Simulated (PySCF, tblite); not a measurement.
Isomers of C5H15FSi2. Method: GFN2-xTB as coded in tblite; computed harmonic values from a numerical Hessian at the method's own geometry, unscaled. The method is semi-empirical: single wavenumbers can be off by several per cent or more. Modes of hydrogen on silicon can be 10 to 20 % off. One conformer each.

Electronic energies: PBE0/pcSseg-1 single points on the GFN2-xTB geometries (PySCF, gas phase).

```
                     SMILES  electronic energy, lowest = 0 (kJ/mol)
       CC[Si@H](C[SiH3])CCF                                     0.0
C[C@@H](F)CCC([SiH3])[SiH3]                                    56.7
  C[SiH2]C[C@@H](CF)[SiH2]C                                     5.8
```

Question: How do GFN2-xTB zero-point energies change the relative energies?

Answer: 
```
                     SMILES  ZPE (kJ/mol)  of it from modes above 1550 cm⁻¹  electronic (kJ/mol)  with ZPE, lowest = 0 (kJ/mol)  lowest mode (cm⁻¹)  rings
       CC[Si@H](C[SiH3])CCF         477.5                             250.2                  0.0                            0.0                  39      0
  C[SiH2]C[C@@H](CF)[SiH2]C         475.0                             250.2                  5.8                            3.3                  13      0
C[C@@H](F)CCC([SiH3])[SiH3]         468.1                             241.3                 56.7                           47.3                  28      0
```

The zero-point energies span 9.4 kJ/mol, from `C[C@@H](F)CCC([SiH3])[SiH3]` to `CC[Si@H](C[SiH3])CCF`. The order is unchanged.

Question: And how do the electronic energies of GFN2-xTB itself compare?

Answer: `CC[Si@H](C[SiH3])CCF` 52.2; `C[SiH2]C[C@@H](CF)[SiH2]C` 47.1; `C[C@@H](F)CCC([SiH3])[SiH3]` 0.0 kJ/mol, lowest = 0. Against the energies above, taken from the same isomer `CC[Si@H](C[SiH3])CCF`, the largest difference is 108.9 kJ/mol.
